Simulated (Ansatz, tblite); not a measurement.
Spin states of K4H4 (the lowest singlet isomer of a short search), each relaxed with r2SCAN-D4/def2-SVP in Ansatz. Electronic energies in the gas phase.

The xTB rows come from tblite. HSE06 is defined as in plane-wave codes, on full-range PBE exchange. Correlated methods freeze 20 core orbitals; core or outer-core shells of K are correlated, in sets that lack core-valence functions. In the triplet, H5 and H7 lie 0.76 Å apart (atoms count from 1), so H2 has formed as a molecule. In the quintet geometry the species has come apart into loosely held pieces. In the quintet, H5 and H7 lie 0.77 Å apart, H6 and H8 lie 0.77 Å apart (atoms count from 1), so H2 has formed as a molecule. The structure comes from a short search, and lower isomers may exist.

Singlet geometry (Td within 0.1 Å):

Cartesian coordinates in Å:
```
K 0.3417 -0.7803 -2.1567
K 0.7895 -1.5615 1.5211
K 1.1358 2.0013 0.2871
K -2.2670 0.3406 0.3489
H -1.1000 -1.9380 -0.2782
H -0.7646 1.5123 -1.4728
H 2.1954 -0.3302 -0.3379
H -0.3308 0.7558 2.0885
```

Triplet geometry:

```xyz
8

K     2.140   -1.122   -3.520
K    -3.584    0.691    1.830
K    -1.043    0.267   -1.358
K     0.865   -1.597    1.308
H     0.552    1.498    0.965
H     1.153   -1.280   -1.134
H     1.159    1.813    0.624
H    -1.242   -0.271    1.284
```

Quintet geometry:

```xyz
8

K    -2.3168    2.3070    1.6514
K     3.2082   -0.5072   -1.6126
K     0.9221   -1.6954    3.0647
K    -1.9062   -0.0561   -3.1321
H     0.5642    1.3742   -0.2886
H    -0.9502   -1.1679    0.1504
H     0.8303    1.1939    0.4114
H    -0.3516   -1.4486   -0.2446
```

⟨S²⟩: triplet 2.00 at PBE0-D4/def2-TZVP (pure 2.00), quintet 6.00 at PBE0-D4/def2-TZVP (pure 6.00).

Run but left out: GFN1-xTB (tight binding far off the other levels).

Only these spin states were relaxed. The quintet has fallen apart into loose fragments. The triplet has other bonds than the singlet, so the gap mixes isomer and spin. The quintet has other bonds than the singlet, so the gap mixes isomer and spin.

```
               level  triplet − singlet (kcal/mol)  quintet − singlet (kcal/mol)  lowest of these
        HF/def2-TZVP                          10.1                          29.4          singlet
r2SCANh-D4/def2-TZVP                          27.9                          49.7          singlet
   PBE0-D4/def2-TZVP                          25.0                          28.1          singlet
    B2PLYP/def2-TZVP                          24.7                          53.5          singlet
   RPA@PBE/def2-TZVP                          16.7                          35.4          singlet
       MP2/def2-TZVP                          19.6                          40.5          singlet
```

(1) Estimate the rows for GFN2-xTB, PBE-D4/def2-TZVP, BLYP-D4/def2-TZVP, r2SCAN-D4/def2-TZVP, HSE06-D4/def2-TZVP, ωB97M-V/def2-TZVP.

## Answers

(1) 
```csv
level,triplet − singlet (kcal/mol),quintet − singlet (kcal/mol),lowest of these
GFN2-xTB,77.4,160.0,singlet
PBE-D4/def2-TZVP,23.5,24.3,singlet
BLYP-D4/def2-TZVP,24.7,1.9,singlet
r2SCAN-D4/def2-TZVP,27.9,51.3,singlet
HSE06-D4/def2-TZVP,24.2,26.7,singlet
ωB97M-V/def2-TZVP,39.6,80.9,singlet
```

The xTB methods have no term that favours high spin, so they put low spin too low.
